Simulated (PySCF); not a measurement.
Species: C5H7F2O (doublet state).
Numbering: `[CH3:1][C:2]([OH:3])/[C:4]([F:5])=[CH:6]/[CH2:7][F:8]` (hydrogens: H9, H10, H11 on C1; H12 on O3; H13 on C6; H14, H15 on C7)

Geometry (GFN2-xTB, Å), atoms numbered from 1 in this order:
```xyz
15
C5H7F2O angstrom
C     -2.1044    0.5901   -0.1037
C     -1.2384   -0.5700    0.2416
O     -1.8925   -1.6833    0.6479
C      0.1470   -0.5394    0.1665
F      0.7547   -1.7188    0.5342
C      0.9584    0.4913   -0.2272
C      2.4396    0.3852   -0.2640
F      3.0203    1.6007    0.0226
H     -1.8446    1.4609    0.4966
H     -1.9952    0.8591   -1.1540
H     -3.1387    0.3190    0.0868
H     -1.2556   -2.3829    0.8547
H      0.5198    1.4242   -0.5301
H      2.8177   -0.3346    0.4703
H      2.8075    0.1066   -1.2643
```

The hyperfine couplings belong to this conformer and change with its torsions.

The calculation used PySCF, UKS B3LYP, pcH-1 on C F H O, non-relativistic, mean-field spin-orbit, GIAO. One conformer (not necessarily the lowest) at the GFN2-xTB geometry, without solvent, vibrations or thermal averaging. Couplings are sensitive to structure, and on GFN2-xTB geometries they can be far from those on DFT ones. The SCF solution wasn't tested for stability.

Computed for the main isotopes (class means, splittings of 0.05 mT or more): g = 2.0028; F8 19F +68.4 MHz (2.44 mT); H14/H15 1H +48.9 MHz (1.75 mT); H9/H10/H11 1H +35.3 MHz (1.26 mT); H13 1H -34.6 MHz (1.23 mT); F5 19F -21.7 MHz (0.77 mT); H12 1H -9.5 MHz (0.34 mT); 192 first-order lines, 12.05 mT wide. Two of these splittings differ by less than 0.03 mT, so with lines wider than that fewer lines would be seen.

What changes when 1H at H9/H10/H11 is replaced by 2H at all these sites?

The spin density stays the same (vibrational effects aside), so a scales with the nuclear g factor: 0.85744/5.58569 = 0.1535, so a goes from +35.3 to +5.4 MHz (0.193 mT). The spin goes from 1/2 to 1, so the 1:3:3:1 quartet becomes a 1:3:6:7:6:3:1 septet. The spectrum then has 336 first-order lines over 9.43 mT.

Give position and intensity of the satellites from 13C at C2.

a = +51.8 MHz, or 1.85 mT in magnitude, and I = 1/2, so to first order each main line has two satellites, at ±0.92 mT. The isotope's abundance is about 1.07 %, shared among 2 lines, so each has 0.54 % of the main line's intensity.

Give position and intensity of the satellites from 13C at C4.

a = -50.4 MHz, or 1.80 mT in magnitude, and I = 1/2, so to first order each main line has two satellites, at ±0.90 mT. The isotope's abundance is about 1.07 %, shared among 2 lines, so each has 0.54 % of the main line's intensity.

Where do the 13C satellites of C6 appear, and how strong are they?

a = +47.8 MHz, or 1.70 mT in magnitude, and I = 1/2, so to first order each main line has two satellites, at ±0.85 mT. The isotope's abundance is about 1.07 %, shared among 2 lines, so each has 0.54 % of the main line's intensity.

Class means assume fast exchange of nuclei equivalent by connectivity; if that motion is slow, each nucleus keeps its own coupling. The three 1H nuclei of mean +35.3 MHz run from 1.6 to 54.3 MHz in the frozen geometry. The 1H value of +48.9 MHz is a mean of couplings from 27.6 to 70.3 MHz in this one geometry, not an average over conformers.
